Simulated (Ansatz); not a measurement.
The same hydrogenolysis along the group B, Ga, In.

Isolated molecules relaxed with PBE0-D4/def2-TZVP in Ansatz; ΔE leaves out vibrations. CBS: MP2 limit from def2 TZ/QZ plus the TZ coupled-cluster correction, frozen cores. This one scheme is used for every species. Functionals use def2-TZVPP. def2 core potentials past Kr. For Ga, In outer-core shells are correlated without core-valence functions, which leaves a few kJ/mol of doubt a bond. Scalar relativity is left out up to krypton. One conformer a species, not always the lowest.

```csv
reaction,CCSD(T)/CBS(def2) (kcal/mol)
`CB(Cl)N=C=O` + H₂ → `O=C=NBCl` + CH₄,-3.3
`[CH3][Ga]([Cl])[N]=C=O` + H₂ → `O=C=[N][GaH][Cl]` + CH₄,?
`[CH3][In]([Cl])[N]=C=O` + H₂ → `O=C=[N][InH][Cl]` + CH₄,-6.9
```

(1) Fill in the missing values. (An estimate is asked.)

Largest T1 diagnostic: 0.016, for `O=C=NBCl`.

Answers

(1) Computed: `[CH3][Ga]([Cl])[N]=C=O` + H₂ → `O=C=[N][GaH][Cl]` + CH₄: -4.6 kcal/mol.
